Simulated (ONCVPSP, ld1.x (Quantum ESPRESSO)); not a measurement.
**Potentials for Ti (Z = 22) compared**

Generated with ld1.x 7.5 (TM, RRKJ, ultrasoft, PAW), atompaw 4.2 or ONCVPSP 4.0.1. The cutoff is in Ry: for ld1.x and atompaw files where the sum of valence levels is converged to 10 mRy in a Bessel basis, for ONCV files where the hardest occupied wave has 1 mHa per electron of residual kinetic energy. The error is the largest all-electron minus pseudo excitation energy over each file’s own four to seven test configurations (ionisations up to +4, promotions, holes and added fractions of an electron), all of which were solved. The labels leave out finer settings (local radius, basis sizes, second energies), which also bear on the numbers. Spin-polarised tests are not counted. The rows are a selection from randomly drawn settings: files with unsolved tests, undetermined cutoffs or missed reference levels are left out.

```csv
potential,cutoff (Ry),largest error (meV),bound ghosts
"ultrasoft, LDA (PZ), scalar-relativistic, rc 2.55/1.60/1.90 (spd), local smoothed, core correction no, reference 3p6 3d2 4s1 4p0",35,+36,none
"ONCV, PBE, fully relativistic, rc 1.80/1.60/1.85 (spd), local smoothed, core correction yes, reference 3s2 3p6 3d2 4s2, qcut 7.3/8.5/9.7, projectors 2/2/2",61,-278,none
"ONCV, PBE, scalar-relativistic, rc 2.00/2.25/2.10 (spd), local smoothed, core correction no, reference 3d2, qcut 2.7/3.9/7.7, projectors 1/1/2",43,+1056,none
"ONCV, PBE, scalar-relativistic, rc 1.90/2.10/2.10 (spd), local smoothed, core correction yes, reference 3s2 3p6 3d2 4s1.75 4p0.25, qcut 4.8/5.9/8.1, projectors 3/2/2",46,+90,none
"ONCV, LDA (Perdew-Wang 92), scalar-relativistic, rc 1.55/1.05/1.55 (spd), local smoothed, core correction no, reference 3s2 3p6 3d2 4s1.5, qcut 10/6.4/12.2, projectors 2/2/2",90,+22,none
"ONCV, LDA (Perdew-Wang 92), scalar-relativistic, rc 1.50/1.15/2.30 (spd), local smoothed, core correction yes, reference 3s2 3p6 3d2 4s1, qcut 6.1/7.4/7.1, projectors 2/2/2",38,+200,none
"ONCV, Wu-Cohen, scalar-relativistic, rc 0.95/1.60/2.10 (spd), local smoothed, core correction yes, reference 3s2 3p6 3d2, qcut 8.3/10.4/5.9, projectors 1/2/2",75,+254,none
```

(1) Fill in the row for Ti: ONCV, BLYP, fully relativistic, rc 1.60/1.80/2.10 (spd), local smoothed, core correction no, reference 3s2 3p6 3d2 4s1.5 4p0.5, qcut 8.9/9/8.4, projectors 2/3/1.

## Answers

(1) cutoff 48 Ry, largest error +92 meV, bound ghosts: none.
